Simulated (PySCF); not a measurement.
Isomers of C2H12OSi3, one GFN2-xTB conformer each. Single-point energies are computed at CAM-B3LYP/def2-SVPD (PySCF, gas phase, no added dispersion term), electronic only.

**Question.** Rank them by CAM-B3LYP/def2-SVPD energy, lowest first (kcal/mol).
A. `[CH3:1][SiH:2]([CH3:3])[O:4][SiH2:5][SiH3:6]` with C1–Si2–O4–Si5 -28°, Si2–O4–Si5–Si6 61°
B. `[CH3:1][O:2][CH2:3][SiH:4]([SiH3:5])[SiH3:6]` with C1–O2–C3–Si4 -177°, O2–C3–Si4–Si5 157°

**Answer.** A (0.0), B (77.6).

As drawn, the lower has an Si–O bond, which the higher lacks. GFN2-xTB itself gives, in the same order: 0.0, 82.5. Both levels put the same isomer lowest.

**Question.** Which frontier levels, dipoles and rotational constants go with these structures?

**Answer.** 
```csv
SMILES,"HOMO (eV, CAM-B3LYP/def2-SVPD)",LUMO (eV),dipole (D),"A, B, C (MHz)"
C[SiH](C)O[SiH2][SiH3],-9.17,0.42,0.83,"3075, 907.8, 755.3"
COC[SiH]([SiH3])[SiH3],-9.20,0.53,1.90,"2208, 1032, 757.8"
```
